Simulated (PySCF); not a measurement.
Coordinates in bohr (charge 0 multiplicity 1):
```
La    0.0000    0.0000    0.2330
F     3.9859    0.0000   -0.6595
F    -1.9929    3.4519   -0.6595
F    -1.9929   -3.4519   -0.6595
```

Computed with PySCF, B3LYP, basis La def2-TZVP with ECP46, F def2-TZVP (scalar-relativistic core potentials, no spin–orbit coupling, density fitting).

This geometry of LaF3 is a stationary point at this level.

Problem. What is the point group?

Solution. C3v.

Problem. Is it a minimum?

Solution. Yes: all harmonic wavenumbers are real.

Problem. Give the atomic charges and bond orders.

Solution. 
```json
{"atom": "La1", "Mulliken": "1.61", "Löwdin": "1.20", "polar tensor": "2.53", "Mayer order to La1": "–"}
{"atom": "F2,3,4", "Mulliken": "-0.54", "Löwdin": "-0.40", "polar tensor": "-0.84", "Mayer order to La1": "0.79"}
```

Problem. Give the ideal-gas entropy at 298.15 K and 1 bar by parts.

Solution. translation 174.7, rotation 103.2, vibration 50.6, spin 0.0; total 328.6 J/(mol K).

Only a few start shapes were tried, so a lower isomer may exist.
